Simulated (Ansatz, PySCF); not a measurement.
C₂H₁₁NSi₃, SMILES [SiH3][C@@H]1[SiH2]CN1[SiH3]. Atoms are numbered in the order given.

```xyz
17

Si    -1.6559    -1.1888     0.8034
C     -0.5185     0.2983     0.5581
Si    -0.9797     1.5171    -0.8378
C      0.8020     1.0131    -1.2693
N      0.7268     0.0135    -0.1917
Si     2.1186    -0.8274     0.4277
H     -1.0448    -2.2421     1.6713
H     -2.9269    -0.7256     1.4466
H     -1.9737    -1.7937    -0.5261
H     -0.3586     0.8321     1.5180
H     -2.0445     1.0550    -1.7784
H     -1.2431     2.9388    -0.4627
H      1.5505     1.8119    -1.0968
H      0.9915     0.5778    -2.2653
H      1.6508    -1.9873     1.2426
H      2.9355    -1.2894    -0.7351
H      3.0041     0.0235     1.2961
```
Charge 0, spin multiplicity 1.

Coordinates come from a PBE0-D3(BJ)/def2-SVP optimisation. The structure was generated by enumeration; whether it is a known compound was not checked.

Two levels are set side by side: PBE-D3(BJ)/def2-SVP (Ansatz, a first-principles code) and PBE0-D3(BJ)/def2-SVP (Ansatz). Each level has its own optimised geometry; the coordinates shown are those of the second. Frequencies come from the Hessian of PySCF at each geometry. Differences are taken from unrounded values.

| quantity | PBE0-D3(BJ) |
|---|---|
| mean bond length (Å) | 1.511 |
| bond Si1–C2 (Å) | 1.888 |
| bond C2–Si3 (Å) | 1.910 |
| bond C2–N5 (Å) | 1.481 |
| bond Si3–C4 (Å) | 1.901 |
| bond C4–N5 (Å) | 1.472 |
| bond N5–Si6 (Å) | 1.740 |
| bond Si1–H7 (Å) | 1.495 |
| bond Si1–H8 (Å) | 1.498 |
| bond Si1–H9 (Å) | 1.495 |
| bond C2–H10 (Å) | 1.110 |
| bond Si3–H11 (Å) | 1.494 |
| bond Si3–H12 (Å) | 1.494 |
| bond C4–H13 (Å) | 1.108 |
| bond C4–H14 (Å) | 1.103 |
| bond Si6–H15 (Å) | 1.493 |
| bond Si6–H16 (Å) | 1.494 |
| highest harmonic wavenumber (cm⁻¹) | 3094 |
| mean harmonic wavenumber (cm⁻¹) | 1144 |
| zero-point energy (kcal/mol) | 73.57 |

Problem. What does PBE-D3(BJ) give, and how far is it from PBE0-D3(BJ)? (The exact figures need the calculation; the answer reports its results.)

Solution. 
```
quantity                            PBE-D3(BJ)  PBE-D3(BJ) minus PBE0-D3(BJ)
----------------------------------  ----------  ----------------------------
mean bond length (Å)                     1.522                         0.011
bond Si1–C2 (Å)                          1.900                         0.012
bond C2–Si3 (Å)                          1.924                         0.014
bond C2–N5 (Å)                           1.491                         0.010
bond Si3–C4 (Å)                          1.915                         0.013
bond C4–N5 (Å)                           1.482                         0.010
bond N5–Si6 (Å)                          1.754                         0.014
bond Si1–H7 (Å)                          1.506                         0.010
bond Si1–H8 (Å)                          1.508                         0.010
bond Si1–H9 (Å)                          1.505                         0.010
bond C2–H10 (Å)                          1.119                         0.009
bond Si3–H11 (Å)                         1.504                         0.010
bond Si3–H12 (Å)                         1.505                         0.011
bond C4–H13 (Å)                          1.118                         0.009
bond C4–H14 (Å)                          1.112                         0.008
bond Si6–H15 (Å)                         1.503                         0.010
bond Si6–H16 (Å)                         1.505                         0.010
highest harmonic wavenumber (cm⁻¹)        2998                           -95
mean harmonic wavenumber (cm⁻¹)           1104                           -40
zero-point energy (kcal/mol)             71.00                         -2.58
```

GGA bonds tend to be longer and softer than those of functionals with exact exchange. Differences between two approximate levels are no errors against the true value.
